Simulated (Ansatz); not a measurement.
Na4Li, relaxed as a doublet with UKS PBE/def2-TZVP in Ansatz, starting from the GFN1-xTB geometry. Force threshold 0.02 eV/Å.

The relaxation made no stability test and no search for a lower SCF solution. The structure comes from a short search, and lower isomers may exist.

Start:

```xyz
5

Li   -0.200    0.346    0.228
Na   -0.347    0.693   -0.515
Na    0.446    0.823    0.339
Na    0.240   -0.270   -0.148
Na   -0.139   -1.591    0.097
```

Question: Estimate the energy that the relaxation releases and the steps that it takes.

Answer: 11664.6 kJ/mol, in 22 steps; 48 s on 4 threads of Arm Neoverse V2 on a shared host. The force fell under the threshold at step 21, but the optimiser went on. No frequencies were taken in this run, so the end may be a saddle point.

Question: Does the start keep its bonding?

Answer: Bonds lost: Na2–Na4, Na2–Na5, Na3–Na5 (atoms count from 1). The end is the same structure that another start reached, the lowest one found.

Question: Predict the relaxed structure.

Answer: 
Cartesian coordinates in Å:
```
Li -0.812 -0.183 -0.136
Na -1.917 2.739 -0.724
Na 1.380 2.132 0.014
Na 2.067 -1.356 0.567
Na -0.718 -3.333 0.279
```
Bond lengths (bridged metal pairs left out): 4 × Li–Na 3.18 to 3.19 Å; 3 × Na–Na 3.43 to 3.60 Å.
